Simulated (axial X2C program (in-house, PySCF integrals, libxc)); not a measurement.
**Worked dissociation energy of SnN⁻: PBE0, with spin–orbit coupling**

Computed with an in-house all-electron X2C program for linear molecules (integrals from PySCF). Two-component (2c) means X2C with spin–orbit coupling and atomic mean-field two-electron Coulomb and Gaunt terms. Basis: Sn dyall-acv3z [12s13p10d5f1g], N dyall-av3z [7s7p3d2f] (cores contracted in-house); Gaussian nuclei, density fitting, unrestricted open shells. Masses: Sn 119.902 u, N 14.003 u.

Molecular state: Ω = 0 (closed shell).

| Item | Value |
| --- | --- |
| E(Sn-) (2M_J = 3) | -6173.668713 hartree |
| E(N) (2M_J = 3) | -54.573668 hartree |
| E(SnN⁻) at Re | -6228.367334 hartree |
| ωe | 841.1 cm⁻¹ |
| ωexe | 3.25 cm⁻¹ |

(1) Work out De and D0.

The state is a single determinant with fixed occupations, the lowest that a limited PBE0 search found. Closed shells are restricted here (equal orbitals for both partners); the stretched side of such a curve lies too high. De is counted from the lowest determinant-based energies of the atoms at the same level, without counterpoise correction. Without a current term, density functionals place determinants with orbital angular momentum somewhat too high.

Each atomic determinant is the lowest at this level and need not be a pure J level. Totals compare only within one Hamiltonian and basis.

Results:

(1) De = -6173.668713 + (-54.573668) − (-6228.367334) = 0.12495 hartree = 3.400 eV. The zero-point energy is ωe/2 − ωexe/4 = 420 cm⁻¹ = 0.052 eV, so D0 = 3.348 eV.
